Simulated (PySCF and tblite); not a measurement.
Values are calculated unless marked as measured or tabulated.
System: C₉H₁₀O, numbered as in [CH3:1][O:2][C:3]1=[CH:4][C@@H:5]2[CH:6]=[CH:7][C@@H:8]3[C@H:9]1[C@H:10]23.

Motion: Cope rearrangement (breaking C9–C8, making C4–C6). GFN2-xTB gives an electronic barrier of 8.9 kcal/mol and a reaction energy of 2.0 kcal/mol.

DFT energies on a tight-binding saddle of a bond shift can be off by several kcal/mol.

CAM-B3LYP/pcSseg-1 + D3(BJ) on GFN2-xTB geometries gives 21.4 kcal/mol and k(298 K) = 0.0074 s⁻¹.

(1) What does BP86/pcSseg-1 + D3(BJ) give on GFN2-xTB geometries?

Programs: tblite and PySCF.

## Answers

(1) A barrier of 15.2 kcal/mol, 6.1 below the first DFT barrier (from unrounded values), a reaction energy of 3.3 kcal/mol and, with GFN2-xTB thermal terms, ΔG‡(298 K) = 14.3 kcal/mol and k = 220 s⁻¹ (1 equivalent path).
